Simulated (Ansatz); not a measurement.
Consider the redistribution: `O[SiH](Cl)[SiH](Cl)Cl` + `F[SiH]` → `O[Si@H](Cl)[Si@H](F)Cl` + `[SiH]Cl`.

Program: Ansatz. Geometries: PBE0-D4/def2-TZVP. ΔE: electronic, gas phase. CCSD(T)/CBS adds triple-zeta CCSD(T) − MP2 to the extrapolated MP2 energy (def2 sets, frozen cores). This one scheme is used for every species. Functionals use def2-TZVPP. B3LYP here is the variant with VWN-RPA as its local correlation; programs differ in this. One conformer a species, not always the lowest.

`O[SiH](Cl)[SiH](Cl)Cl`:

Z-matrix (Å, degrees):
```
Si
Cl 1 2.053
Si 1 2.346 2 105.7
O 1 1.635 2 112.0 3 -119.1
H 1 1.478 2 108.6 3 123.8
Cl 3 2.044 1 111.3 2 45.5
Cl 3 2.059 1 105.0 2 -73.4
H 3 1.481 1 115.7 2 168.7
H 4 0.960 1 117.7 2 64.9
```

`F[SiH]`:

```xyz
3

F     0.155    0.519   -1.116
Si   -0.562    0.284    0.308
H     0.407   -0.804    0.808
```

`O[Si@H](Cl)[Si@H](F)Cl`:

```xyz
9

O     1.867   -0.806    0.253
Si    0.644   -0.389   -0.746
Cl    1.177    1.158   -2.000
Si   -1.204    0.407    0.467
F    -0.629    1.368    1.610
Cl   -2.157   -1.159    1.376
H     2.155   -0.174    0.915
H     0.360   -1.578   -1.575
H    -2.213    1.172   -0.300
```

`[SiH]Cl`:

Cartesian coordinates in Å:
```
Si 0.079 0.335 0.750
Cl 0.205 -1.478 -0.255
H -0.284 1.144 -0.495
```

```
             level  ΔE (kJ/mol)  difference from CCSD(T)/CBS
            PBE-D4         -8.2                         -1.8
         r2SCAN-D4        -10.6                         -4.2
           PBE0-D4         -8.0                         -1.6
          B3LYP-D4         -8.0                         -1.6
           ωB97X-V         -5.6                          0.8
           ωB97M-V         -5.6                          0.8
            B2PLYP        -10.6                         -4.2
               PBE        -12.0                         -5.6
            r2SCAN        -11.6                         -5.2
              PBE0        -11.6                         -5.2
             B3LYP        -14.3                         -7.9
     HF/def2-TZVPP        -15.4                         -9.0
    MP2/def2-TZVPP         -4.7                          1.7
SCS-MP2/def2-TZVPP         -6.4                          0.0
   CCSD/def2-TZVPP         -8.6                         -2.2
CCSD(T)/def2-TZVPP         -7.8                         -1.4
     HF/def2-QZVPP        -15.0                         -8.6
    MP2/def2-QZVPP         -3.8                          2.6
SCS-MP2/def2-QZVPP         -5.8                          0.6
      HF/CBS(def2)        -14.9                         -8.5
     MP2/CBS(def2)         -3.3                          3.1
    CCSD/CBS(def2)         -7.3                         -0.9
       CCSD(T)/CBS         -6.4                            0
```

Largest T1 diagnostic among the species: 0.015.

The D4 term adds +6.3 kJ/mol with B3LYP and +3.6 kJ/mol with PBE0; it sums over pairs of atoms, weighted by their polarisabilities, and B3LYP, whose exchange is more repulsive, gets the larger term. In def2-TZVPP, CCSD(T) changes the Hartree–Fock value by +7.6 kJ/mol (the triples alone add +0.9 kJ/mol) and MP2 by +10.7 kJ/mol.
